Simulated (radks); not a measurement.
Values are calculated unless marked as measured or tabulated.
Hf23+, 49 electrons, occupied as [Kr] 4d10 4f3. Level of theory: scalar-relativistic Kohn-Sham, exchange-only LDA, spin-polarised, spherical densities, point nucleus; open shells are filled with parallel spins first (spin-orbit coupling, left out, can overturn this in heavy ions) (a radial shooting solver on a logarithmic mesh with Libxc functionals). Some entries of the table are withheld. Estimate them.

orbital,occ.,eigenvalue (eV),r(max) (bohr),<r> (bohr)
1s down,1,-65920.31,0.01191,0.01900
1s up,1,-65920.30,0.01191,0.01900
2s up,1,-11849.36,0.06812,0.08044
2s down,1,-11849.22,0.06812,0.08044
2p up,3,-10491.73,0.05569,0.07177
2p down,3,-10491.62,0.05569,0.07177
3s up,1,-3241.079,0.1923,0.2086
3s down,1,-3238.002,0.1922,0.2085
3p up,3,-2835.396,0.1899,0.2083
3p down,3,-2832.327,0.1898,0.2082
3d up,5,-2354.764,0.1547,0.1887
3d down,5,-2352.378,0.1546,0.1886
4s up,1,-1164.874,0.4291,0.4497
4s down,1,-1159.864,0.4291,0.4501
4p up,3,-1024.677,0.4460,0.4701
4p down,3,-1019.842,0.4461,0.4705
4d up,5,-845.4673,0.4495,0.4841
4d down,5,-840.7183,0.4497,0.4847
4f up,3,-649.1960,0.3969,(1)
4f down,0,-644.1000,0.3974,(2)

Answer. 
(1) 4f up <r> (bohr): 0.4787
(2) 4f down <r> (bohr): 0.4799
